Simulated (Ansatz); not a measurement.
Reaction (redistribution): `[CH3][GeH]([NH2])[NH2]` + `S[SiH2]S` → `[CH3][GeH]([NH2])[SH]` + `N[SiH2]S`

Computed with Ansatz on PBE0-D4/def2-TZVP structures; ΔE is electronic, products minus reactants. CCSD(T)/CBS is the MP2 limit (def2-TZVPP, def2-QZVPP) plus CCSD(T) − MP2 in def2-TZVPP, frozen cores. DFT in def2-TZVPP. B3LYP here is the variant with VWN-RPA as its local correlation; programs differ in this. For Ge outer-core shells are correlated without core-valence functions, which leaves a few kJ/mol of doubt a bond. Scalar relativity is left out up to krypton. Each species was taken in one conformer, which may not be the lowest.

| level | ΔE (kJ/mol) | difference from CCSD(T)/CBS |
| --- | --- | --- |
| PBE-D4 | -34.1 | 0.6 |
| r2SCAN-D4 | -36.9 | -2.2 |
| B3LYP-D4 | -39.1 | -4.4 |
| ωB97X-V | -35.8 | -1.1 |
| ωB97M-V | -37.3 | -2.6 |
| B2PLYP | -37.5 | -2.8 |
| PBE | -34.3 | 0.4 |
| r2SCAN | -36.9 | -2.2 |
| B3LYP | -39.4 | -4.7 |
| MP2/def2-TZVPP | -34.6 | 0.1 |
| CCSD/def2-TZVPP | -35.2 | -0.5 |
| CCSD(T)/def2-TZVPP | -34.0 | 0.7 |
| HF/def2-QZVPP | -43.0 | -8.3 |
| MP2/def2-QZVPP | -35.2 | -0.5 |
| HF/CBS(def2) | -43.1 | -8.4 |
| MP2/CBS(def2) | -35.3 | -0.6 |
| CCSD(T)/CBS | -34.7 | 0 |

Largest T1 diagnostic among the species: 0.011.

In def2-TZVPP, CCSD(T) changes the Hartree–Fock value by +8.3 kJ/mol (the triples alone add +1.2 kJ/mol) and MP2 by +7.7 kJ/mol.
